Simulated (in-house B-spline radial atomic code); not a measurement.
Eu²⁺. Computed with a B-spline radial atomic code. Model: non-relativistic spherical atom: semilocal Troullier-Martins pseudo-atom, one channel per l, against all electrons, high spin, G0W0 and RPA with empty states to l = 8, local potential for every l without a channel, a model core (radius 0 = none) keeps its share of the functional.

Without relativity these are model numbers for so heavy an element.

What the tables leave out is listed at the end.

The pseudopotential gives back the lowest level of each angular momentum of its own functional in the configuration it was made in; a second state of the same l is only approximately right. Exact exchange, RPA and GW see the smooth pseudo-orbitals and miss the exchange with the core, for which the functional's share stands in. The column with an uncorrelated core keeps all orbitals and exact exchange, and so separates missing core correlation from pseudisation. Only the three outermost levels and the lowest empty one were computed. RPA here is direct RPA, with no exchange kernel, and its energies carry an (l + 1/2)⁻⁴ tail. A hybrid on a potential with a model core restores only its own semilocal share of the core's exchange.

Command:
```bash
python run_psgw.py task.json out
```
Settings (lengths in bohr, energies in hartree):
```
Z                      63
electrons              61
configuration          [Xe] 4f7
generated_in           [Xe] 4f7 6s2
functional             pbe,pbe
core_shells            8
radius_factor          1.3
core_correction        False
```

Time taken, with all properties: 62 s on 1 thread of Arm Neoverse N1 (shared host).

Given: made with PBE; model core radius 0 bohr; local radius 1.018 bohr; mean-field start PBE.

Valence shells of the generating configuration: 4d, 5s, 5p, 4f, 6s.

Channel: s 1.721, p 1.867, d 0.743, f 2.576 (radii in bohr).

Computed: largest level miss in the spin-unpolarised generating configuration 0.073 eV; valence RPA correlation energy all-electron orbitals -1.8546 hartree; valence RPA correlation energy pseudo -2.1786 hartree; all-electron RPA polarisability, core included 7.6297 bohr³.

```tsv
level	occupied	mean-field all-electron (eV)	mean-field pseudo minus all (eV)	G0W0 all-electron (eV)	G0W0 uncorrelated core minus all (eV)	G0W0 pseudo minus all (eV)	exchange self-energy all-electron (eV)	exchange self-energy pseudo (eV)
4f up	1	-20.841	-1.468	-28.7	0.218	1.608	-62.236	-38.168
5p down	1	-34.778	0.684	-40.957	-0.037	-0.116	-25.93	-23.642
4f down (empty)	0	-15.741	0.974	-8.6189	0.378	0.92	-25.732	-9.4051
```

Problem. What is the pseudo-atom RPA polarisability?

Solution. 7.6089 bohr³.

Given: mean-field start PBE0.

Computed: valence RPA correlation energy all-electron orbitals -1.7693 hartree; valence RPA correlation energy pseudo -2.0945 hartree; all-electron RPA polarisability, core included 6.7884 bohr³.

```
        level  occupied  mean-field all-electron (eV)  mean-field pseudo minus all (eV)  G0W0 all-electron (eV)  G0W0 uncorrelated core minus all (eV)  G0W0 pseudo minus all (eV)  exchange self-energy all-electron (eV)  exchange self-energy pseudo (eV)
        4f up         1                       -23.773                             0.027                 -29.115                                  0.226                       1.926                                 -62.799                           -38.259
      5p down         1                       -36.413                             0.455                 -40.975                                 -0.035                      -0.124                                 -25.796                           -23.831
5d up (empty)         0                       -13.152                             -0.27                 -10.411                                  0.014                       0.031                                 -7.6987                           -7.4964
```

Problem. What is the pseudo-atom RPA polarisability?

Solution. 6.8919 bohr³.

Given: mean-field start Hartree-Fock.

Computed: valence RPA correlation energy all-electron orbitals -1.5656 hartree; all-electron RPA polarisability, core included 5.4997 bohr³; pseudo-atom RPA polarisability 5.522 bohr³.

```
        level  occupied  mean-field all-electron (eV)  mean-field pseudo minus all (eV)  G0W0 all-electron (eV)  G0W0 uncorrelated core minus all (eV)  G0W0 pseudo minus all (eV)  exchange self-energy all-electron (eV)  exchange self-energy pseudo (eV)
        4f up         1                       -32.046                             4.742                  -29.84                                  0.231                       2.477                                 -64.259                           -38.552
      5p down         1                       -39.957                            -0.154                 -40.959                                 -0.028                       0.065                                   -25.2                            -24.04
6s up (empty)         0                       -9.9101                            -0.345                 -10.501                                 -0.002                      -0.385                                 -1.3268                           -1.4333
```

Problem. What is the valence RPA correlation energy pseudo?

Solution. -1.8828 hartree.

Among the listed levels the largest G0W0 shift of the pseudo-atom is +2.48 eV, for 4f up on the Hartree-Fock start, while leaving the core uncorrelated moves that level by +0.23 eV. So pseudisation and the lost core exchange, not the missing core correlation, make the error. Not in the tables (levels of low weight, unsolved or above zero; the highest and the empty levels are kept at any weight): on PBE the G0W0 levels 5p up (pseudo minus all -2.12 eV, weights 0.07 and 0.67); on PBE0 the G0W0 levels 5p up (pseudo minus all -2.11 eV, weights 0.59 and 0.73); on Hartree-Fock the G0W0 levels 5p up (pseudo minus all -3.94 eV, weights 0.43 and 0.95).
